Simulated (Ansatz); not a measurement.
CH5AlBGa. Charge 0, multiplicity 1. The bonds changed during the relaxation, so this is another structure than the one it started from.

Cartesian coordinates in Å:
```
B -0.401 -0.838 -0.028
Ga 1.864 -1.901 0.036
C -0.979 0.544 -0.027
Al 1.094 0.804 0.053
H -0.104 -1.444 -1.053
H -0.179 -1.477 0.995
H -1.423 0.969 0.872
H -1.357 0.999 -0.942
H 1.485 2.344 0.094
```

Q: List the harmonic frequencies (cm⁻¹, unscaled) at PBE0-D4/def2-TZVP in Ansatz. (Best estimate.)

A: Computed: 137, 149, 212, 250, 302, 391, 488, 533, 631, 762, 813, 887, 1041, 1043, 1212, 1425, 1896, 2380, 2406, 3106, 3179.

Q: Is this a minimum?

A: Yes, all 21 modes are real.

Q: Give the ideal-gas thermochemistry at 298.15 K and 1 bar (rigid rotor, harmonic oscillator; point group Cs, symmetry number 1).

A: Zero-point energy 139.0 kJ/mol; H(298) − E = 159.3 kJ/mol; entropy 341.3 J/(mol·K), of which translation 169.0, rotation 113.1, vibration 59.2; G(298) − E = 57.6 kJ/mol.

Q: Rotational constants (cm⁻¹)?

A: 0.2628, 0.06296, 0.05198.
